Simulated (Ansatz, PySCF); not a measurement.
Al(OH)(OMe)(NH2) (CH6AlNO2), SMILES C[O][Al]([NH2])[OH].

Coordinates come from a r2SCAN-D4/def2-SVP optimisation. The values are those of a single conformer.

Vertical ionisation energy (IE) and electron affinity (EA) in eV. Rows of orbital energies are one-electron estimates. Where ΔSCF, EOM or ADC give a negative EA the extra electron is unbound and the value depends on the basis.

| level | IE | EA |
|---|---|---|
| −ε(HOMO), −ε(LUMO), PBE0/def2-TZVP (PySCF) | 7.27 | 0.08 |
| −ε(HOMO), −ε(LUMO), PBE/def2-TZVP (PySCF) | 5.82 | 0.94 |
| ΔSCF, CAM-B3LYP/def2-SVPD (Ansatz), final states of multiplicity 2 and 2 | 9.87 | -0.71 |
| ΔSCF, PBE/def2-SVPD (Ansatz), final states of multiplicity 2 and 2 | 9.13 | -0.46 |

Problem. What vertical singlet–triplet gap does ΔSCF give with CAM-B3LYP/def2-SVPD (Ansatz, a program for electronic structure) and with PBE/def2-SVPD (Ansatz)? (An estimate is asked for; the answer gives what the named calculation found.)

Solution. 5.64 and 4.94 eV (triplet above singlet where positive).
